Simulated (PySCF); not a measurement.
ClK, singlet, geometry from GFN2-xTB (such geometries of metal compounds can be far from the true shape). Base run: HF/STO-3G (PySCF).

The PySCF input:
```python
from pyscf import gto, scf

mol = gto.Mole()
mol.atom = '''
    K    -0.00000000   -0.00000000   -1.21784993
    Cl    0.00000000    0.00000000    1.36112639
'''
mol.basis = 'sto-3g'
mol.verbose = 5
mol.build()

mf = scf.RHF(mol)
mf.kernel()
```

The base run was repeated with changes; each row names its change, and settings that it needs were set with it.

```tsv
change	basis functions	E (Eh)	HOMO (eV)	HOMO-LUMO gap (eV)	dipole (D)
base	22	-1047.73699	-6.08	10.16	9.56
basis = ANO-RCC-VDZP; relativity = none	40	-1057.57885	-9.15	9.01	11.03
basis = x2c-TZVPall; relativity = spin-free X2C	70	-1062.45135	-9.18	9.06	10.11
basis = x2c-SVPall; relativity = spin-free X2C	42	-1062.18488	-8.75	8.65	9.83
basis = x2c-TZVPall; relativity = none	70	-1057.98550	-9.20	9.08	10.12
basis = x2c-TZVPall; relativity = spin-free X2C; nucleus = Gaussian (with mol.nucmod = 'G')	70	-1062.45010	-9.18	9.06	10.11
basis = x2c-SVPall; relativity = spin-free X2C; nucleus = Gaussian (with mol.nucmod = 'G')	42	-1062.18370	-8.75	8.65	9.83
basis = ANO-RCC-VDZP; relativity = spin-free X2C; nucleus = Gaussian (with mol.nucmod = 'G')	40	-1062.46198	-9.12	8.98	11.01
basis = ANO-RCC-VDZP; relativity = spin-free X2C	40	-1062.46336	-9.12	8.98	11.01
basis = x2c-SVPall; relativity = none	42	-1057.88725	-8.77	8.67	9.84
```

Absolute energies of different levels of theory aren't comparable as measures of quality.

Basis sets contracted for a relativistic Hamiltonian are a mismatch without it, so the rows without relativity aren't non-relativistic limits. No row has spin-orbit coupling; sets with core potentials leave out the core electrons.
